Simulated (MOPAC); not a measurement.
A run for MOPAC: PM6 on BSe, 2S+1 = 2, a spin state set in the input, which need not be the lowest, a point of a bond scan (R = 1.793 Å).

```
PM6 1SCF PRECISE CHARGE=0 UHF MS=0.5 THREADS=1
BSe

B      0.00000000 1     0.00000000 1     0.00000000 1
Se     0.00000000 1     0.00000000 1     1.79290300 1
```

Program output:

```
*******************************************************************************
 **                                                                           **
 **                              MOPAC v23.2.5                                **
 **                                                                           **
 *******************************************************************************
 ** MOPAC's Digital Object Identifier: https://doi.org/10.5281/zenodo.6511958 **
 **                                                                           **
 ** Please cite the open-source release paper for use of this MOPAC version:  **
 ** J. E. Moussa and J. J. P. Stewart (2026)                                  **
 ** MOPAC: An open-source semiempirical molecular orbital program             **
 ** J. Open Source Softw., 11(119), 8025, https://doi.org/10.21105/joss.08025 **
 *******************************************************************************

                              PM6 CALCULATION RESULTS

 *******************************************************************************
 *  PM6        - The PM6 Hamiltonian to be used
 *  UHF        - UNRESTRICTED HARTREE-FOCK CALCULATION
 *
 *
 *
 *                 CHARGE ON SYSTEM = 0
 *
 *
 *
 *  MS=        - IN MECI, MAGNETIC COMPONENT OF SPIN =  0.5
 *  PRECISE    - TIGHTER CRITERIA TO BE USED
 *  1SCF       - DO 1 SCF AND THEN STOP
 *  THREADS=1  - MULTI-THREADING NOT USED
 *  T=         - A TIME OF 172800.0 SECONDS REQUESTED
 *  DUMP=N     - RESTART FILE WRITTEN EVERY 7200.0 SECONDS REQUESTED
 *******************************************************************************
PM6 1SCF PRECISE CHARGE=0 UHF MS=0.5 THREADS=1
 BSe

   ATOM   CHEMICAL          X               Y               Z
  NUMBER   SYMBOL      (ANGSTROMS)     (ANGSTROMS)     (ANGSTROMS)

     1       B          0.00000000  *   0.00000000  *   0.00000000  *
     2      Se          0.00000000  *   0.00000000  *   1.79290300  *



          CARTESIAN COORDINATES

    NO.       ATOM           X           Y           Z

     1         B          0.0000      0.0000      0.0000
     2        Se          0.0000      0.0000      1.7929

 General Reference for PM6:
 "Optimization of Parameters for Semiempirical Methods V: Modification of NDDO Approximations
 and Application to 70 Elements", J. J. P. Stewart, J. Mol. Mod., 13, 1173-1213 (2007)
 URL: https://link.springer.com/article/10.1007/s00894-007-0233-4

           Empirical Formula: B Se  =     2 atoms



      MOLECULAR POINT GROUP   :   C*v


          UHF CALCULATION, NO. OF ALPHA ELECTRONS =    5
                           NO. OF BETA  ELECTRONS =    4

 -------------------------------------------------------------------------------
 PM6 1SCF PRECISE CHARGE=0 UHF MS=0.5 THREADS=1
 BSe



     1SCF WAS SPECIFIED, SO BFGS WAS NOT USED
     SCF FIELD WAS ACHIEVED


                              PM6 CALCULATION
                                                       MOPAC v23.2.5 Linux




          FINAL HEAT OF FORMATION =        416.26561 KCAL/MOL =    1741.65533 KJ/MOL


          COSMO AREA              =         81.38 SQUARE ANGSTROMS
          COSMO VOLUME            =         65.74 CUBIC ANGSTROMS

          IONIZATION POTENTIAL    =          9.451977 EV
          ALPHA SOMO LUMO (EV)    =         -9.470 -0.716
          BETA  SOMO LUMO (EV)    =         -9.452 -2.413
          NO. OF ALPHA ELECTRONS  =          5
          NO. OF BETA  ELECTRONS  =          4
          MOLECULAR WEIGHT        =         89.7700         POINT GROUP:  C*v

          MOLECULAR DIMENSIONS (Angstroms)

            Atom       Atom       Distance
           Se     2    B     1     1.79290
           Se     2    B     1     0.00000
            B     1   Se     2     0.00000


          SCF CALCULATIONS        =          1





   ATOM   CHEMICAL          X               Y               Z
  NUMBER   SYMBOL      (ANGSTROMS)     (ANGSTROMS)     (ANGSTROMS)

     1       B          0.00000000  *   0.00000000  *   0.00000000  *
     2      Se          0.00000000  *   0.00000000  *   1.79290300  *

                             CARTESIAN COORDINATES

   1    B        0.000000000     0.000000000     0.000000000
   2   Se        0.000000000     0.000000000     1.792903000


           Empirical Formula: B Se  =     2 atoms



      MOLECULAR POINT GROUP   :   C*v


          ALPHA EIGENVALUES
 -22.95692 -15.48625  -9.85943  -9.47019  -9.47019  -0.71628  -0.71628   0.31603


           BETA EIGENVALUES
 -22.81742 -14.55035  -9.45198  -9.45198  -2.41292   0.15378   0.15378   1.12604


              NET ATOMIC CHARGES AND DIPOLE CONTRIBUTIONS

  ATOM NO.   TYPE          CHARGE      No. of ELECS.   s-Pop       p-Pop
    1          B           0.203018        2.7970     1.44948     1.34750
    2         Se          -0.203018        6.2030     1.99658     4.20644
 DIPOLE           X         Y         Z       TOTAL
 POINT-CHG.     0.000     0.000    -1.748     1.748
 HYBRID         0.000     0.000    -0.399     0.399
 SUM            0.000     0.000    -2.147     2.147


          ATOMIC ORBITAL ELECTRON POPULATIONS

     Atom    s        px        py        pz
    1  B   1.44948   0.36465   0.36465   0.61820
    2 Se   1.99658   1.63535   1.63535   0.93575


                    (SZ)    =    0.500000
                    (S**2)  =    0.776980


          ATOMIC ORBITAL SPIN POPULATIONS

    Atom   Total    s     px     py     pz
         Atomic
    1  B  0.9669  0.376  0.086  0.086  0.418
    2 Se  0.0331 -0.001 -0.086 -0.086  0.207

 **********************
 *                    *
 * JOB ENDED NORMALLY *
 *                    *
 **********************




 == MOPAC DONE ==
```

The run finished.

Cost: around 0.020 core-seconds (rough).
